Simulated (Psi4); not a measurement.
H6O7Si2, charge -1, doublet, geometry from GFN2-xTB (a state made from the parent by changing its charge; the spin is typed, not shown lowest) (a gas-phase anion, which may not be bound at this level); R2SCAN/STO-3G run with Psi4.

Here is a job for Psi4.
```
memory 2 GB

molecule mol {
-1 2
O     2.755592    0.365194    0.517946
Si    1.262275   -0.262589    0.261444
O     1.445144   -1.609957   -0.663162
O     0.667981   -0.611104    1.747757
O     0.308070    0.776063   -0.490967
Si   -1.360671    0.436863   -0.658210
O    -1.794114    2.131960   -0.509475
O    -1.194855   -1.309436   -1.018470
O    -1.897948    0.017650    0.923455
H     3.373396    0.088077   -0.149031
H     0.571874   -1.759155   -1.073620
H    -0.293612   -0.464604    1.709408
H    -1.078414    2.660634   -0.149671
H    -1.304206   -1.839583   -0.225174
H    -2.210446    0.791825    1.386146
}

set {
  basis sto-3g
  reference uks
  scf_type pk
  puream true
  d_convergence 1e-8
  dft_radial_points 99
  dft_spherical_points 590
}

energy('r2scan')
print_variables()
```

Question: Write the output that Psi4 gives for this input, abridged.

Answer: 
```
   => Loading Basis Set <=

    Name: STO-3G
    Role: ORBITAL
    Keyword: BASIS

         ---------------------------------------------------------
                                   SCF
               by Justin Turney, Rob Parrish, Andy Simmonett
                          and Daniel G. A. Smith
                              UKS Reference
         ---------------------------------------------------------

  ==> Geometry <==

    Molecular point group: c1
    Full point group: C1

    Geometry (in Angstrom), charge = -1, multiplicity = 2:

       Center              X                  Y                   Z               Mass
    ------------   -----------------  -----------------  -----------------  -----------------
         O            2.750218203060     0.362228507395     0.526451997457    15.994914619570
         SI           1.256901203060    -0.265554492605     0.269949997457    27.976926534650
         O            1.439770203060    -1.612922492605    -0.654656002543    15.994914619570
         O            0.662607203060    -0.614069492605     1.756262997457    15.994914619570
         O            0.302696203060     0.773097507395    -0.482461002543    15.994914619570
         SI          -1.366044796940     0.433897507395    -0.649704002543    27.976926534650
         O           -1.799487796940     2.128994507395    -0.500969002543    15.994914619570
         O           -1.200228796940    -1.312401492605    -1.009964002543    15.994914619570
         O           -1.903321796940     0.014684507395     0.931960997457    15.994914619570
         H            3.368022203060     0.085111507395    -0.140525002543     1.007825032230
         H            0.566500203060    -1.762120492605    -1.065114002543     1.007825032230
         H           -0.298985796940    -0.467569492605     1.717913997457     1.007825032230
         H           -1.083787796940     2.657668507395    -0.141165002543     1.007825032230
         H           -1.309579796940    -1.842548492605    -0.216668002543     1.007825032230
         H           -2.215819796940     0.788859507395     1.394651997457     1.007825032230

  Running in c1 symmetry.

  Rotational constants: A =      0.06513  B =      0.03026  C =      0.02779 [cm^-1]
  Rotational constants: A =   1952.62751  B =    907.31465  C =    833.12663 [MHz]
  Nuclear repulsion =  759.540767168098455

  Charge       = -1
  Multiplicity = 2
  Electrons    = 91
  Nalpha       = 46
  Nbeta        = 45

  ==> Algorithm <==

  SCF Algorithm Type is PK.
  DIIS enabled.
  MOM disabled.
  Fractional occupation disabled.
  Guess Type is SAD.
  Energy threshold   = 1.00e-06
  Density threshold  = 1.00e-08
  Integral threshold = 1.00e-12

  ==> Primary Basis <==

  Basis Set: STO-3G
    Blend: STO-3G
    Number of shells: 37
    Number of basis functions: 59
    Number of Cartesian functions: 59
    Spherical Harmonics?: true
    Max angular momentum: 1

  ==> DFT Potential <==

   => LibXC <=

    Version 7.1.2
    S. Lehtola, C. Steigemann, M. J. T. Oliveira, and M. A. L. Marques,  SoftwareX 7, 1–5 (2018) (10.1016/j.softx.2017.11.002)

   => Composite Functional: R2SCAN <=

    r2SCAN Meta-GGA XC Functional  (0.1021/acs.jpclett.0c02405)
    J. W. Furness, A. D. Kaplan, J. Ning, J. P. Perdew, J. Sun  J. Phys. Chem. Lett.  11, 8208–8215, 2020

    Deriv               =              1
    GGA                 =           TRUE
    Meta                =           TRUE

    Exchange Hybrid     =          FALSE
    MP2 Hybrid          =          FALSE

   => Exchange Functionals <=

    1.0000   XC_MGGA_X_R2SCAN

   => Correlation Functionals <=

    1.0000   XC_MGGA_C_R2SCAN

   => LibXC Density Thresholds  <==

    XC_MGGA_C_R2SCAN:  1.00E-15
    XC_MGGA_X_R2SCAN:  1.00E-11

   => Molecular Quadrature <=

    Radial Scheme          =       TREUTLER
    Pruning Scheme         =           NONE
    Nuclear Scheme         =       TREUTLER

    Blocking Scheme        =         OCTREE
[...]
    Total      59      59
   -------------------------

  ==> Iterations <==

                        Total Energy        Delta E     RMS |[F,P]|

   @UKS iter SAD: -1091.96820446580273   -1.09197e+03   0.00000e+00
   @UKS iter   1: -1094.56773762724833   -2.59953e+00   1.01697e-02 ADIIS/DIIS
   @UKS iter   2: -1094.57441600310131   -6.67838e-03   1.02101e-02 ADIIS/DIIS
   @UKS iter   3: -1094.82074408169842   -2.46328e-01   1.61138e-03 ADIIS/DIIS
   @UKS iter   4: -1094.82723418276305   -6.49010e-03   3.85511e-04 ADIIS/DIIS
   @UKS iter   5: -1094.82755507280194   -3.20890e-04   1.34287e-04 ADIIS/DIIS
   @UKS iter   6: -1094.82759687372914   -4.18009e-05   4.20156e-05 DIIS
   @UKS iter   7: -1094.82760072634710   -3.85262e-06   1.21110e-05 DIIS
   @UKS iter   8: -1094.82760102942689   -3.03080e-07   4.74652e-06 DIIS
   @UKS iter   9: -1094.82760108500361   -5.55767e-08   1.02440e-06 DIIS
   @UKS iter  10: -1094.82760108765092   -2.64731e-09   4.33800e-07 DIIS
   @UKS iter  11: -1094.82760108809134   -4.40423e-10   1.52703e-07 DIIS
   @UKS iter  12: -1094.82760108815614   -6.48015e-11   4.19728e-08 DIIS
   @UKS iter  13: -1094.82760108815751   -1.36424e-12   2.43902e-08 DIIS
   @UKS iter  14: -1094.82760108815933   -1.81899e-12   6.94901e-09 DIIS
  Energy and wave function converged.

  ==> Post-Iterations <==

   Electrons on quadrature grid:
      Nalpha   =   46.0000027362 ; deviation = 2.736e-06
      Nbeta    =   45.0000025830 ; deviation = 2.583e-06
      Ntotal   =   91.0000053192 ; deviation = 5.319e-06

   @Spin Contamination Metric:   2.173055379E-03
   @S^2 Expected:                7.500000000E-01
   @S^2 Observed:                7.521730554E-01
   @S   Expected:                5.000000000E-01
   @S   Observed:                5.000000000E-01

    Orbital Energies [Eh]
    ---------------------

    Alpha Occupied:

[...]
      46A      0.242870

    Alpha Virtual:

[...]
      59A      0.731741

    Beta Occupied:

[...]
    Beta Virtual:

[...]
    Final Occupation by Irrep:
              A
    DOCC [    45 ]
    SOCC [     1 ]
    NA   [    46 ]
    NB   [    45 ]

  @UKS Final Energy: -1094.82760108815933

   => Energetics <=

    Nuclear Repulsion Energy =            759.5407671680984549
    One-Electron Energy =               -3058.2085477279961196
    Two-Electron Energy =                1309.6244981636659759
    DFT Exchange-Correlation Energy =    -105.7843186919278935
    Empirical Dispersion Energy =           0.0000000000000000
    VV10 Nonlocal Energy =                  0.0000000000000000
    Total Energy =                      -1094.8276010881593265

  UHF NO Occupations:
  HONO-2 :   44  A 1.9996557
  HONO-1 :   45  A 1.9994993
  HONO-0 :   46  A 1.0000000
  LUNO+0 :   47  A 0.0005007
  LUNO+1 :   48  A 0.0003443
  LUNO+2 :   49  A 0.0002194
  LUNO+3 :   50  A 0.0000119

Computation Completed

Properties will be evaluated at   0.000000,   0.000000,   0.000000 [a0]

Properties computed using the SCF density matrix

 Multipole Moments:

 ------------------------------------------------------------------------------------
     Multipole            Electronic (a.u.)      Nuclear  (a.u.)        Total (a.u.)
 ------------------------------------------------------------------------------------

 L = 1.  Multiply by 2.5417464519 to convert [e a0] to [Debye]
 Dipole X            :          1.4658844           -0.9139353            0.5519491
 Dipole Y            :          0.4775610           -0.5043761           -0.0268151
 Dipole Z            :         -1.2556547            1.4466718            0.1910171
 Magnitude           :                                                    0.5846832

 ------------------------------------------------------------------------------------

  Variable Map:
  ----------------------------------------------------------------------------
[...]
  Array Variable Map:
  ----------------------------------------------------------------------------
[...]
[...]
```
